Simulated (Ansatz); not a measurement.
Cost and result for the atomization energy of CH$_{6}$B$_{2}$BrN (`CBB(N)Br`) (11 atoms, 10 bonds).

```xyz
11

C     0.524   -0.900   -1.466
B    -0.338   -0.780   -0.173
B    -0.530    0.638    0.692
N     0.154    1.226    1.740
Br   -2.092    1.593   -0.023
H     1.445   -1.410   -1.134
H     0.091   -1.558   -2.224
H     0.830    0.042   -1.923
H    -0.930   -1.760    0.197
H    -0.114    2.107    2.147
H     0.961    0.802    2.166
```

Total charge 0; spin multiplicity 1. Correlated methods include outer-core shells of Br, which these sets cover unevenly. Scalar relativity is left out up to krypton. Geometry: relaxed with PBE0-D4/def2-TZVP. It is one conformer, not always the lowest. Program: Ansatz. All runs use 4 threads of an Arm Neoverse V1 on a shared host. Times are those of one run each, without the atoms' runs, and a repeat can differ threefold. Electronic energies, without spin–orbit coupling; frozen cores. CCSD(T)/CBS adds CCSD(T) − MP2 in def2-TZVPP to the MP2 limit, and its time is that of the two runs behind it. T1 = 0.010. With those shells the extrapolation isn't a true limit.

CCSD(T)/CBS is a level of theory with its own doubt, some kJ/mol a heavy atom from the limit and from the frozen cores, so smaller differences don't rank the functionals.

```json
{"level": "LDA (SPW92)/def2-TZVPP", "functions": "256", "wall time": "1.4 s"}
{"level": "BLYP-D4/def2-TZVPP", "functions": "256", "wall time": "2.5 s"}
{"level": "PBE-D4/def2-TZVPP (with forces)", "functions": "256", "wall time": "2.9 s"}
{"level": "BHLYP-D4/def2-TZVPP", "functions": "256", "wall time": "4.1 s"}
{"level": "CAM-B3LYP-D4/def2-TZVPP", "functions": "256", "wall time": "4.6 s"}
{"level": "r2SCANh-D4/def2-TZVPP", "functions": "256", "wall time": "6 s"}
{"level": "PBE-QIDH/def2-TZVPP", "functions": "256", "wall time": "7.5 s"}
{"level": "ωB97X-V/def2-TZVPP", "functions": "256", "wall time": "10 s"}
{"level": "CCSD(T)/def2-SVP", "functions": "118", "wall time": "12 s"}
{"level": "ωB97M-V/def2-TZVPP (with forces)", "functions": "256", "wall time": "15 s"}
{"level": "MP2/def2-QZVPP", "functions": "497", "wall time": "31 s"}
{"level": "CCSD(T)/def2-TZVPP", "functions": "256", "wall time": "4.8 min"}
{"level": "CCSD(T)/CBS(def2)", "functions": "–", "wall time": "5.3 min"}
```

**Question.** What atomization energy does each give, and how far from CCSD(T)/CBS? (Estimate.)

**Answer.** Computed: 
```json
{"level": "LDA (SPW92)/def2-TZVPP", "atomization (kcal/mol)": "1109.5", "difference from CCSD(T)/CBS": "138.3", "per bond": "13.8"}
{"level": "BLYP-D4/def2-TZVPP", "atomization (kcal/mol)": "975.9", "difference from CCSD(T)/CBS": "4.7", "per bond": "0.5"}
{"level": "PBE-D4/def2-TZVPP (with forces)", "atomization (kcal/mol)": "997.4", "difference from CCSD(T)/CBS": "26.2", "per bond": "2.6"}
{"level": "BHLYP-D4/def2-TZVPP", "atomization (kcal/mol)": "956.9", "difference from CCSD(T)/CBS": "-14.3", "per bond": "-1.4"}
{"level": "CAM-B3LYP-D4/def2-TZVPP", "atomization (kcal/mol)": "982.2", "difference from CCSD(T)/CBS": "11.0", "per bond": "1.1"}
{"level": "r2SCANh-D4/def2-TZVPP", "atomization (kcal/mol)": "977.1", "difference from CCSD(T)/CBS": "5.9", "per bond": "0.6"}
{"level": "PBE-QIDH/def2-TZVPP", "atomization (kcal/mol)": "974.0", "difference from CCSD(T)/CBS": "2.8", "per bond": "0.3"}
{"level": "ωB97X-V/def2-TZVPP", "atomization (kcal/mol)": "976.9", "difference from CCSD(T)/CBS": "5.7", "per bond": "0.6"}
{"level": "CCSD(T)/def2-SVP", "atomization (kcal/mol)": "925.9", "difference from CCSD(T)/CBS": "-45.3", "per bond": "-4.5"}
{"level": "ωB97M-V/def2-TZVPP (with forces)", "atomization (kcal/mol)": "978.9", "difference from CCSD(T)/CBS": "7.7", "per bond": "0.8"}
{"level": "MP2/def2-QZVPP", "atomization (kcal/mol)": "977.9", "difference from CCSD(T)/CBS": "6.7", "per bond": "0.7"}
{"level": "CCSD(T)/def2-TZVPP", "atomization (kcal/mol)": "947.1", "difference from CCSD(T)/CBS": "-24.1", "per bond": "-2.4"}
{"level": "CCSD(T)/CBS(def2)", "atomization (kcal/mol)": "971.2", "difference from CCSD(T)/CBS": "0.0", "per bond": "0.0"}
```

Leaving LDA and LC-ωPBE aside and taking each functional with its dispersion term where it has one, the values spread over 40.4 kcal/mol, from BHLYP-D4 to PBE-D4. LDA lies +117.3 kcal/mol from PBE without D4, its usual overbinding. From PBE to PBE0 (25 % exact exchange), in def2-TZVPP and without D4, the atomization energy moves by −12.9 kcal/mol: exact exchange takes away binding that semilocal exchange gives to molecules. In def2-TZVPP, CCSD(T) changes the Hartree–Fock value by +213.2 kcal/mol (the triples alone add +13.0 kcal/mol) and MP2 by +229.9 kcal/mol; breaking electron pairs costs correlation energy, which Hartree–Fock lacks.
